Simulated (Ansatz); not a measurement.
Ligand exchange: GaH2(CH3) + BH2I → GaH2I + BH2(CH3)

Gas-phase species: GaH2(CH3), singlet; BH2I `BI`, singlet; GaH2I `[GaH2][I]`, singlet; BH2(CH3), singlet. The partners trade CH3 for I: Ga–CH3 and B–I bonds give way to Ga–I and B–CH3.

Shapes, held fixed at every level: PBE0-D4/def2-TZVP. Programs: Ansatz 0.2.0. Electronic energies: no zero-point or thermal term.

```json
{"level": "HF/def2-TZVPP", "kind": "Hartree–Fock", "ΔE (kJ/mol)": "-106.9", "less CCSD(T)/def2-TZVPP": "-28.7"}
{"level": "SPW92/def2-TZVPP", "kind": "LDA", "ΔE (kJ/mol)": "-81.5", "less CCSD(T)/def2-TZVPP": "-3.3"}
{"level": "r2SCAN-D4/def2-TZVPP", "kind": "meta-GGA", "ΔE (kJ/mol)": "-87.7", "less CCSD(T)/def2-TZVPP": "-9.5"}
{"level": "B3LYP-D4/def2-TZVPP", "kind": "global hybrid", "ΔE (kJ/mol)": "-88.7", "less CCSD(T)/def2-TZVPP": "-10.5"}
{"level": "r2SCAN0-D4/def2-TZVPP", "kind": "global hybrid", "ΔE (kJ/mol)": "-91.6", "less CCSD(T)/def2-TZVPP": "-13.4"}
{"level": "CCSD(T)/def2-SVP", "kind": "coupled cluster or CI", "ΔE (kJ/mol)": "-88.2", "less CCSD(T)/def2-TZVPP": "-10.0"}
{"level": "CCSD(T)/def2-TZVPP", "kind": "coupled cluster or CI", "ΔE (kJ/mol)": "-78.2", "less CCSD(T)/def2-TZVPP": "0.0"}
```

The highest level, CCSD(T)/def2-TZVPP, gives ΔE = -78.2 kJ/mol; the levels span -106.9 to -78.2. The column of differences is taken from that level and isn't an error. No measured value is set beside it here. For atoms past krypton def2 sets carry core potentials with scalar relativity. Relativity is left out for Ga. Outer-core shells of Ga, I are correlated, in sets that cover them unevenly. CCSD(T)/def2-TZVPP lies outside the range of the other correlated levels here, so it shouldn't be taken on trust.
